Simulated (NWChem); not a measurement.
# MgHF; SMILES [F][MgH]

```xyz
3

Mg    -0.0009    -0.5924     0.0000
H     -0.0055    -2.2802     0.0000
F      0.0008     1.1687     0.0000
```
Atoms are numbered in this order, from 1.

Computed with NWChem. Structure relaxed at the PBE0/def2-SVP level. Level: PBE0/aug-cc-pVDZ; rows give the wavelength of the field.

For field 589 nm:

| Property | Result |
|---|---|
| isotropic polarisability (bohr³) | 28.1 |

Question: How do the values read with field 1065 nm instead?

Answer: The isotropic polarisability (bohr³) is 26.8.
